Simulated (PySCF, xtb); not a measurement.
B(CCH)3 (C₆H₃B), SMILES C#CB(C#C)C#C.

Harmonic wavenumbers (cm⁻¹) from GFN2-xTB (xtb) at its own minimum, in rising order: 92, 93, 119, 248, 249, 251, 428, 428, 518, 578, 654, 667, 667, 684, 684, 710, 1139, 1139, 2193, 2193, 2207, 3361, 3361, 3362.

Problem. What does PBE0-D3(BJ)/def2-SVP (PySCF) give at its own minimum? (Estimate from the structure and the level; the computed values follow.)

Solution. 111, 111, 139, 280, 280, 310, 502, 502, 568, 654, 689, 692, 692, 784, 784, 785, 1147, 1147, 2175, 2182, 2182, 3477, 3477, 3477. Paired by order, the mean absolute difference is 51 cm⁻¹ and the zero-point energies are 37.2 and 38.8 kcal/mol.
